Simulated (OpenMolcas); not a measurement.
## Computed transition rates of Ti2+

- Program: OpenMolcas
- Method: SS-CASPT2, IPEA 0.25 Eh, imaginary shift 0.1 Eh (closed shells correlated: 3s 3p)
- Basis: ANO-RCC-VQZP [7s6p4d3f2g1h]
- Scalar Hamiltonian: DKH2, point nucleus
- Active space: 2 electrons in 10 orbitals (3d 4d)
- State averaging: 2S+1 = 3 even, 10 roots; 2S+1 = 1 even, 15 roots
- Spin-orbit coupling: RASSI with atomic mean-field integrals over the reference wave functions, term energies averaged over their components

Rates come from the transition moments of the reference wave functions (E1 and E2 in the length form). At fixed line strength A goes as λ^-3 for E1 and M1 and as λ^-5 for E2, so a rate at the computed wavelength can be rescaled to the measured one. Measured vacuum wavelengths follow from level energies in Corliss and Sugar, J. Phys. Chem. Ref. Data 8, 1 (1979). Branching counts decays inside the model space alone, at computed energies, and the table is only a selection of the E2 and M1 lines, drawn from those between levels with measured partners whose computed energy lies within a factor of 1.5 of the measured one.

```csv
Upper,Lower,Type,λ computed (nm),λ measured (nm),A computed (s-1),A rescaled (s-1),Branching %
3d2 1S0,3d2 1D2,E2,410.9,416.6,7.73e+00,7.22e+00,98.4
3d2 1S0,3d2 3P1,M1,468.9,457.2,1.02e-01,,1.3
3d2 3P0,3d2 3F2,E2,903.3,948.9,5.30e-02,4.14e-02,100.0
3d2 3P2,3d2 3F4,E2,924.3,970.8,3.62e-02,2.83e-02,68.6
3d2 3P1,3d2 3F3,E2,914.1,959.8,3.32e-02,2.60e-02,62.2
3d2 3P1,3d2 3F2,E2,897.8,943.1,1.82e-02,1.42e-02,33.9
3d2 1D2,3d2 3F3,M1,1261,1206,1.06e-02,,64.8
3d2 3P2,3d2 3F3,E2,902.9,949.1,1.06e-02,8.26e-03,20.0
3d2 1G4,3d2 3F4,M1,715.2,715.5,7.61e-03,,57.7
3d2 1D2,3d2 3F2,M1,1231,1180,5.74e-03,,35.0
3d2 1G4,3d2 3F3,M1,702.3,703.6,4.83e-03,,36.6
3d2 3P2,3d2 1D2,M1,3177,4449,4.27e-03,,8.1
3d2 3P1,3d2 1D2,M1,3320,4695,2.08e-03,,3.9
3d2 3P2,3d2 3F2,E2,887,932.7,1.64e-03,1.28e-03,3.1
3d2 1G4,3d2 1D2,E2,1585,1688,7.09e-04,5.18e-04,5.4
3d2 3F4,3d2 3F3,M1,38930,42460,3.44e-04,2.65e-04,100.0
3d2 3F3,3d2 3F2,M1,50420,54080,2.01e-04,1.63e-04,100.0
```

Spin-changing lines and M1 lines between different terms are not rescaled, since their strength hangs on the term gaps too.

The largest correction is for 3d2 1G4 → 3d2 1D2 (E2): 7.09e-04 × (1585 / 1688)^5 = 5.18e-04 s-1, a factor of 0.73.

The computed rate and branching of 3d2 3F3 → 3d2 3F2 give the upper level a radiative lifetime of 1.000 / 2.01e-04 s-1 = 4.98e+03 s, counting decays inside the model space alone. The rescaled rate gives about 6.1e+03 s.

These are rates of the free ion; in crystals, glasses and complexes forced electric-dipole and non-radiative decay shorten such lifetimes by orders of magnitude. No measured rate stands beside these. Rescaling mends the energy factor alone: line strengths can still be far off where a level mixes with configurations outside the active space, and weak or spin-changing lines hang on small mixing coefficients that depend on the term gaps too, so rescaling need not improve them.

CASPT2 does not keep the components of a term degenerate, so their means are used; among the terms shown or strongly mixed into the levels shown the widest spread is 630 cm-1 (3d2 3F). Active for correlation alone: 4d; no level in the range computed is led by a configuration that fills it, so any true level of that kind is missing. Computed and measured levels are paired by configuration, term and J; levels that our copy of the source lacks, or whose pairing is in doubt (as where it misses far off the trend of its configuration), stay unpaired. Only configurations of the active space appear.
